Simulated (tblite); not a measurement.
Task: What does the GFN2-xTB structure of InChI=1S/C3H7N3OSi/c1-7-3-2-4-6(8)5-3/h2H,1,8H3 look like in three dimensions?

Result: 
```xyz
15
C3H7N3OSi angstrom
C     -2.585   -0.838   -0.341
O     -2.172    0.466    0.019
C     -0.849    0.627    0.118
C     -0.169    1.827    0.441
N      1.118    1.564    0.432
N      1.230    0.284    0.123
Si     2.755   -0.581   -0.005
N      0.055   -0.316   -0.074
H     -2.274   -1.565    0.413
H     -2.153   -1.126   -1.303
H     -3.671   -0.803   -0.408
H     -0.564    2.794    0.663
H      3.744    0.450    0.272
H      2.712   -1.652    0.990
H      2.818   -1.123   -1.361
```

Orientation and origin are arbitrary. Atoms count from 1 in this order. The 8 heavy atoms lie in one plane (0.006 Å rms). Si7 (SiH3 silicon) is distorted tetrahedral (angles from 103.1° to 114.2°). N5 (pyridine-type nitrogen) is bent (angle 106.2°). The 5-membered ring C3–C4–N5–N6–N8 has internal angles of 105.1° to 113.3° (sum 540°, against 540° for a flat polygon); it is planar, 0.00 Å rms from its mean plane, widest ring torsion 0°.

Bonds between heavy atoms (Å): C1–O2 1.414, O2–C3 1.335, C3–C4 1.417, C4–N5 1.314, N5–N6 1.321, N6–Si7 1.758, N6–N8 1.334, C3–N8 1.321.

The geometry is computed with GFN2-xTB (gas phase).

Its GFN2-xTB frequencies are all real (lowest 32 cm⁻¹). The numbers are those of one conformer (C1–O2–C3–C4 179°).
